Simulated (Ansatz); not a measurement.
A nudged elastic band was laid between two geometries of CH7FN2SSi (13 atoms, charge 0, multiplicity 1).

Level of theory: RKS PBE/def2-SVP (Ansatz).

```json
{"movable images": "5", "climbing image": "yes", "spring": "5.0 eV/Å²", "optimiser": "quadratic models (default)", "start path": "through a guess of the saddle point", "force threshold": "0.05 eV/Å", "iteration limit": "60", "end points": "relaxed"}
```

Image 0:

```xyz
13
Properties=species:S:1:pos:R:3
N -1.589 1.134 -0.468
C -0.693 0.050 -0.392
F -1.223 -1.114 0.237
S -0.404 -0.621 -2.145
N 0.450 0.392 0.366
Si 1.468 -0.799 1.184
H -1.873 1.445 0.469
H -2.401 0.921 -1.054
H 0.105 0.553 -2.611
H 0.819 1.320 0.150
H 1.797 -1.969 0.300
H 0.846 -1.307 2.453
H 2.720 -0.040 1.526
```

Image 6:

```xyz
13
Properties=species:S:1:pos:R:3
N -1.687 1.219 -0.302
C -0.676 0.256 -0.467
F -1.065 -1.068 -0.091
S -0.346 0.194 -2.323
N 0.445 0.529 0.362
Si 1.424 -0.739 1.104
H -1.916 1.350 0.689
H -2.522 1.018 -0.861
H 0.270 -1.019 -2.264
H 0.870 1.439 0.171
H 1.888 -1.786 0.124
H 0.712 -1.422 2.235
H 2.622 -0.005 1.639
```

**Question.** Which bonds break or form, and what moves?

**Answer.** No bond is made or broken. The dihedral N5–C2–S4–H9 goes from -66 to 74°.

**Question.** Give the energies along the band, and the barrier.

**Answer.** The forces met the threshold. The highest image is number 4 of 0 to 6, 2.3 kcal/mol above the first end and 2.8 kcal/mol above the last; the last end lies 0.4 kcal/mol below the first. A vibrational analysis at the climbing image gives one clearly imaginary mode, 221i cm⁻¹: a first-order saddle point.

| image | path coordinate (Å) | energy (kcal/mol) | dihedral N5–C2–S4–H9 (°) |
| --- | --- | --- | --- |
| 0 | 0.00 | 0.0 | -66 |
| 1 | 0.35 | 0.2 | -53 |
| 2 | 0.69 | 1.0 | -35 |
| 3 | 1.04 | 2.0 | -16 |
| 4 | 1.39 | 2.3 | 5 |
| 5 | 2.04 | 0.8 | 44 |
| 6 | 2.70 | -0.4 | 74 |

**Question.** What is the geometry of the highest image?

**Answer.** 
```xyz
13
Properties=species:S:1:pos:R:3
N -1.681 1.183 -0.312
C -0.746 0.131 -0.445
F -1.194 -1.091 0.144
S -0.587 -0.251 -2.297
N 0.463 0.426 0.229
Si 1.438 -0.761 1.096
H -1.993 1.265 0.665
H -2.489 1.079 -0.934
H 0.770 -0.198 -2.282
H 0.771 1.393 0.113
H 1.767 -1.951 0.237
H 0.803 -1.245 2.369
H 2.700 -0.015 1.433
```

**Question.** What are the harmonic wavenumbers there?

**Answer.** 221i, 58, 146, 168, 278, 297, 314, 387, 408, 448, 512, 610, 680, 719, 734, 773, 837, 896, 899, 922, 943, 1074, 1204, 1260, 1359, 1557, 2169, 2171, 2177, 2650, 3424, 3532, 3550 cm⁻¹.

Time of the run: 2.7 min on 2 threads of Arm Neoverse V1, on a shared host, peak memory 0.18 GiB.
